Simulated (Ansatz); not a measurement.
```xyz
32

C    -1.013   -2.702    0.429
C    -0.473   -1.378    0.960
C    -1.565   -0.602    1.698
Si    0.375   -0.287   -0.331
Cl    1.322   -1.530   -1.716
C    -0.833    0.786   -1.303
C    -1.890   -0.033   -2.039
C    -0.106    1.723   -2.265
C     1.752    0.761    0.420
C     1.224    1.878    1.319
C     2.800   -0.077    1.146
H    -0.234   -3.298   -0.049
H    -1.440   -3.293    1.246
H    -1.805   -2.549   -0.309
H     0.320   -1.613    1.684
H    -2.401   -0.366    1.034
H    -1.968   -1.198    2.524
H    -1.206    0.340    2.120
H    -1.342    1.399   -0.546
H    -2.493   -0.639   -1.361
H    -1.428   -0.708   -2.765
H    -2.572    0.625   -2.588
H     0.461    1.157   -3.010
H     0.592    2.388   -1.751
H    -0.822    2.351   -2.805
H     2.238    1.224   -0.449
H     0.475    2.500    0.821
H     2.039    2.536    1.636
H     0.769    1.475    2.228
H     3.635    0.550    1.477
H     3.206   -0.864    0.508
H     2.382   -0.552    2.039
```

Charge 0, multiplicity 1.

(1) List the PBE/def2-TZVPP orbital energies in eV (the Gaussian-basis code of Ansatz). (Estimate.)

## Answers

(1) The calculation gave: Occupied: -2738.35, -1779.66, -268.89, -268.87, -268.86, -268.83, -268.83, -268.67, -268.67, -268.66, -268.59, -248.94, -189.61, -189.47, -189.47, -137.34, -94.17, -94.03, -94.03, -20.21, -19.48, -19.36, -19.33, -16.95, -16.87, -16.84, -14.86, -14.21, -14.15, -12.03, -11.39, -11.27, -11.04, -10.62, -10.50, -10.15, -9.93, -9.73, -9.59, -9.38, -9.34, -9.20, -8.45, -8.38, -8.33, -8.22, -8.20, -8.09, -7.76, -7.57, -7.49, -6.33, -6.32. Lowest empty: 0.03, 0.17, 0.60, 0.68, 1.08, 1.35, 1.44, 1.63.
